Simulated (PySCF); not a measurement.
Compound: C3H9GeOP.
SMILES: `C=CC[O][GeH2][PH2]`

The calculation used TDDFT CAM-B3LYP/def2-SVPD, vertical, gas phase, core orbitals frozen in the response in PySCF 2.14.0, density-fitted response routines. The structure is a single PBE0-D3(BJ)/def2-SVP conformer in the gas phase; no vibrational or solvent corrections. Relativistic effects, spin–orbit coupling among them, are left out although an element past zinc is present. Torsions of this conformer, `[CH2:1]=[CH:2][CH2:3][O:4][GeH2:5][PH2:6]`: C1–C2–C3–O4 121°, C2–C3–O4–Ge5 -62°, C3–O4–Ge5–P6 -45°, H–P6–Ge5–O4 -167°, H–P6–Ge5–O4 -74°.

```csv
state,E (eV),ν̃ (cm⁻¹),f,"main configurations (H = HOMO, L = LUMO)"
S1,6.20,49970,0.010,"H→L (61%), H→L+3 (13%), H→L+1 (9%)"
S2,6.60,53190,0.066,"H→L+1 (33%), H→L+3 (26%), H→L (20%)"
S3,6.64,53590,0.0085,"H-1→L (23%), H-2→L (21%), H→L+3 (16%)"
S4,6.78,54660,0.171,"H→L+2 (46%), H→L+1 (28%), H→L+3 (11%)"
S5,7.00,56500,0.013,"H→L+3 (25%), H-2→L (22%), H→L+4 (10%)"
S6,7.11,57310,0.163,"H-1→L (53%), H-2→L (11%), H-2→L+1 (10%)"
S7,7.23,58340,0.0097,"H-1→L+1 (45%), H-2→L+1 (25%), H-2→L (10%)"
S8,7.37,59470,0.0041,"H→L+4 (46%), H-2→L+4 (14%)"
S9,7.52,60650,0.064,"H-3→L (41%), H-2→L (11%), H-3→L+1 (9%)"
S10,7.55,60910,0.133,"H-1→L+2 (29%), H-2→L+1 (17%), H-1→L+1 (15%)"
```

Triplets (Tamm–Dancoff): T1 4.35 eV, H-1→L (45%), H-1→L+4 (18%); T2 5.43 eV, H→L+1 (59%), H→L (10%); T3 5.67 eV, H→L+3 (51%), H→L (18%); T4 6.05 eV, H→L (38%), H-2→L (20%), H→L+3 (11%).

The lowest singlet comes at 200 nm (598 kJ/mol) in the ultraviolet; it is weak; its leading configuration is HOMO→LUMO (61%). The most intense listed level is S4 at 6.78 eV (183 nm, f = 0.171), 0.58 eV above S1. Löwdin shares by element: HOMO phosphorus 48%, oxygen 17%, germanium 14%, hydrogen 4% or more (atoms not listed hold the other 16%); LUMO carbon 31% or more, germanium 16%, phosphorus 11% (atoms not listed hold the other 41%). Of the 10 states listed, 7 reach f = 0.01 and none stays under 0.0005. Weighted by f, the mean energy of these states is 7.08 eV. The listed states span 1.36 eV, and the widest gap between neighbours is 0.40 eV (S1 to S2). All these states lie below the vertical ionisation energy of 9.44 eV (ΔSCF). Singlets were solved by full linear response, triplets in the Tamm–Dancoff approximation.

Hardware: Arm Neoverse V1, one thread, on a shared host. Cost: 4.8 min.
